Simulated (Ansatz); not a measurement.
Job for Ansatz (a quantum-chemistry and plane-wave program): R-CCSD(T)/def2-TZVPPD on H2MgO (SMILES [OH][MgH]), atoms moved off the minimum. Files ending in .json are basis or fitting sets from the Basis Set Exchange.

Ansatz 0.2 input:
```yaml
crystal:
  periodic: [false, false, false]
  atoms:
    - {symbol: Mg, position_ang: [0.01232040, -0.00727161, -0.68774131]}
    - {symbol: H, position_ang: [-0.02899668, 0.01362818, -2.37240743]}
    - {symbol: O, position_ang: [-0.00925040, -0.01331585, 1.08784661]}
    - {symbol: H, position_ang: [-0.03940624, -0.00199896, 2.00494254]}
basis:
  gaussian:
    orbitals: def2-TZVPPD.json
magnetization: {spin_polarized: false}
correlation: {method: ccsd_t, electrons: outside_noble_gas}
scf: {lower_state_search: off}
output: {forces: true}
```

Output:

```
WARN ansatz: RAYON_NUM_THREADS=1 ignored (pool sized by the plan → 1); use --threads N
Functional definition: HF
these checks for a lower state are left out or cut short: starts, cluster_reference, orbital_swaps, neighbouring_geometries, increment
integrals: 0.14 GiB planned
727 factors; integrals over basis functions are off by at most 1.4e-3 eV
mean field: 0.17 GiB planned
mean field evaluation 1: about -7498.3233 eV, gradient 4.4e1 eV
mean field evaluation 2: about -7498.3238 eV, gradient 4.4e1 eV
mean field evaluation 4: about -7502.0320 eV, gradient 2.0e0 eV
mean field evaluation 8: about -7502.0576 eV, gradient 6.6e-2 eV
mean field -7502.05761970 eV, -275.6955324468 hartree, gradient 2.9e-6 eV, S^2 0.000000; 0 other end points of the search recorded, 0 dependent functions left out
6 core orbitals not correlated
reference -7502.05761970 eV, -275.6955324468 hartree; 5, 5 occupied and 98, 98 virtual orbitals, 727 factors
densities: 0.56 GiB planned
second order -8.05763940 eV of doubles, -0.00000000 eV of singles
coupled cluster: 0.37 GiB planned
cycle   1  -8.04704185 eV  change    1.1e-2 eV  update   7.0e-2
cycle   2  -8.24814254 eV  change   -2.0e-1 eV  update   2.3e-2
cycle   3  -8.31365023 eV  change   -6.6e-2 eV  update   1.2e-2
cycle   4  -8.30660536 eV  change    7.0e-3 eV  update   3.1e-3
cycle   5  -8.30610394 eV  change    5.0e-4 eV  update   1.5e-3
cycle   6  -8.30691027 eV  change   -8.1e-4 eV  update   4.2e-4
cycle   7  -8.30680563 eV  change    1.0e-4 eV  update   1.3e-4
cycle   8  -8.30674225 eV  change    6.3e-5 eV  update   3.9e-5
cycle   9  -8.30673937 eV  change    2.9e-6 eV  update   1.3e-5
cycle  10  -8.30674155 eV  change   -2.2e-6 eV  update   3.9e-6
perturbative correction -0.25363433 eV, -0.0093208896 hartree
the calculation of the forces begins
Total energy: -7510.61799558 eV, -276.0101204578 hartree
Atom 0 at     0.012320    -0.007272    -0.687741 Å, force    -0.039484     0.010130     0.128586 eV/Å
Atom 1 at    -0.028997     0.013628    -2.372407 Å, force     0.020534    -0.005157    -0.109478 eV/Å
Atom 2 at    -0.009250    -0.013316     1.087847 Å, force     0.074143    -0.025875    -1.892648 eV/Å
Atom 3 at    -0.039406    -0.001999     2.004943 Å, force    -0.055193     0.020903     1.873540 eV/Å
Dipole moment:     0.026035    -0.004387     0.094973 e Å
Checks for a lower state left out: starts, cluster_reference, orbital_swaps, neighbouring_geometries, increment
```

The calculation finished and met its thresholds.

Cost: about 26 core-seconds (a rough figure).
